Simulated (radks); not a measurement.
Values are calculated unless marked as measured or tabulated.
Q: The osmium ion Os7+ is in [Xe] 4f14 5d1. Code: a radial shooting solver on a logarithmic mesh with Libxc functionals. Model: scalar-relativistic Kohn-Sham, PBE, spin-polarised, spherical densities, finite nucleus; Fermi nuclear charge, rms radius of each element as measured or else 0.836 A^(1/3) + 0.57 fm. Open shells are filled with parallel spins first. One electron is removed from 5p, 4f, 5s, 5d in turn, with full relaxation. Which removal costs least, and what does each cost?

A: 5d 101.18 eV; 5p 153.33 eV; 4f 165.49 eV; 5s 197.17 eV. The 5d electron leaves first.
